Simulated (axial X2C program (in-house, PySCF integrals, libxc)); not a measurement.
## ZrF⁺: from Re and ωe to a spectrum

A bond curve at the CCSD(T) level, two-component, was computed with an in-house relativistic program for diatomic molecules (basis Zr dyall-cv3z [11s12p9d6f3g], F dyall-av3z [7s6p3d2f] (cores contracted in-house)) for the state Ω = 1 (⟨Sz⟩ = -1.00, ⟨Lz⟩ = 2.00 at HF). Its fit gives Re = 1.8394 Å, ωe = 731.8 cm⁻¹, ωexe = 2.84 cm⁻¹ and αe = 1.699e-03 cm⁻¹; the masses are 89.9047 and 18.9984 u. Two-component means X2C with spin–orbit coupling and atomic mean-field Coulomb and Gaunt terms.

Correlated methods: 10 electrons correlated (number of frozen shells: Zr 4 s, 3 p, 1 d; F 1 s), 308 virtual spin orbitals or spinors in MP2, 90 natural virtuals in coupled cluster.

Question: Find the reduced mass, Be and the force constant.

Answer: From the CCSD(T) values: μ = 15.6841 u. Be = 16.8576/(μ Re²) = 0.3177 cm⁻¹. k = 5.8918×10⁻⁷ μ ωe² = 4.95 mdyn/Å.

Question: Estimate the centrifugal constant by the Kratzer relation.

Answer: D = 4Be³/ωe² = 2.39e-07 cm⁻¹.

Question: Where do the fundamental and the first overtone lie?

Answer: ν(1←0) = ωe − 2ωexe = 726.1 cm⁻¹; ν(2←0) = 2ωe − 6ωexe = 1446.6 cm⁻¹.

Question: A Morse curve ties αe to the other constants (Pekeris). How well does that hold?

Answer: αe(Morse) = 6Be²/ωe × (√(ωexe/Be) − 1) = 1.647e-03 cm⁻¹; the CCSD(T) curve gives 1.699e-03 cm⁻¹, a ratio of 0.97.

The state is a single determinant with fixed occupations, the lowest that a limited PBE0 search found. CCSD and (T) use frozen natural virtuals with an MP2 correction for the truncation; (T) itself is uncorrected, so its De runs slightly low. PBE0 can misorder states that lie within some tenths of an eV, so this need not be the ground state of the molecule. The nearest other 2c determinant of the search, Ω = 1, lies 0.07 eV up at the distance of the search. With several unpaired electrons one determinant need not be a pure state. The outer-core s and p shells of the metal are frozen in the correlated rows, which leaves out core–valence correlation; for alkali and alkaline-earth bonds that tends to lengthen them. With the outer-core shells frozen, correlated bond lengths of heavy atoms tend to come out a few hundredths of an ångström too long.
